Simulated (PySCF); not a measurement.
Simulation results for CH5AlBN, CH6NSi

Calculation on a computer-drawn molecule: the log of a Hartree-Fock and frozen-core CCSD(T) single point meant for a local Hartree-Fock minimum, with one planted fault or none, to be diagnosed. Offsets are logged minus clean, where the clean run is the same molecule without the fault. The reference is restricted for singlets and unrestricted otherwise, and also for a bond in bohr or an excited solution. Adding or removing an electron swaps singlet and doublet. The excited solution moves the top pair (singlet) or top alpha electron (doublet) to the lowest empty orbital. Highest occupied and lowest empty are orbital energies over both spins, largest force is the largest gradient component, triples share is (T) over the correlation energy, the T1 limit is 0.02 restricted and 0.045 unrestricted, electrons count all cores, a negative frequency is imaginary (commonest isotopes), and the dipole is about the centre of nuclear charge. Program: PySCF 2.14.0.

Common to all runs: meant charge 0; meant basis cc-pV(D+d)Z; logged SCF converged yes; logged spin squared 0; logged CC converged yes; logged SCF stable within its kind yes; possible faults no fault, one electron removed, one electron added, multiplicity raised by two, geometry at a saddle point, SCF held on an excited solution, minimal basis STO-3G, one bond length entered in bohr, all coordinates scaled.

(1) CH5AlBN

Logged structure:
```xyz
9
CH5AlBN
C     -1.4201    -1.7675    -0.0469
B     -0.8480    -0.6571    -0.3452
Al     0.0386     1.0229    -0.7759
N     -0.5229     1.9335    -2.0000
H     -2.2184    -2.1111    -0.5452
H     -1.0972    -2.3499     0.7017
H      1.1966     1.4901    -0.0293
H     -0.1563     2.7410    -2.2631
H     -1.2477     1.7363    -2.5391
```

* meant multiplicity: 1
* logged electrons: 36
* logged basis functions: 90
* logged highest occupied: -9.082 eV
* logged lowest empty: 2.2035 eV
* logged largest force: 0.086076 hartree/bohr
* logged T1 diagnostic: 0.013092
* logged D1 diagnostic: 0.033556
* logged triples share: 0.027563
* logged dipole magnitude: 1.5614 debye
* logged energy HF: -361.74842 hartree
* logged energy CCSD(T): -362.2384 hartree
* planted fault: all coordinates scaled, by -7.8 %
* HF energy offset from clean run: 40.24 kcal/mol
* CCSD(T) energy offset from clean run: 48.24 kcal/mol

Drawn bonds:
```csv
atom,other atom,order
1,2,2
2,3,1
3,4,1
1,5,1
1,6,1
3,7,1
4,8,1
4,9,1
```

(2) CH6NSi

Logged structure:
```xyz
9
CH6NSi
N     -0.3133     0.1759     2.8815
C     -0.5157     1.2738     2.0411
Si     0.4024     1.4926     0.4482
H      0.6327    -0.1550     2.9202
H     -0.6761     0.2868     3.8096
H     -1.4335     1.8197     2.2371
H     -0.0940     0.6322    -0.6575
H      0.2843     2.9055     0.0180
H      1.8338     1.1527     0.6589
```

* meant multiplicity: 2
* logged electrons: 32
* logged basis functions: 81
* logged highest occupied: -18.006 eV
* logged lowest empty: -5.1582 eV
* logged largest force: 0.11754 hartree/bohr
* logged T1 diagnostic: 0.02293
* logged D1 diagnostic: 0.089861
* logged triples share: 0.0324
* logged dipole magnitude: 3.9165 debye
* logged energy HF: -384.46461 hartree
* logged energy CCSD(T): -384.92224 hartree
* planted fault: one electron removed
* HF energy offset from clean run: 151.5 kcal/mol
* CCSD(T) energy offset from clean run: 150.5 kcal/mol

Drawn bonds:
```csv
atom,other atom,order
1,2,1
2,3,1
1,4,1
1,5,1
2,6,1
3,7,1
3,8,1
3,9,1
```

Notes: T1 above single-reference limit.
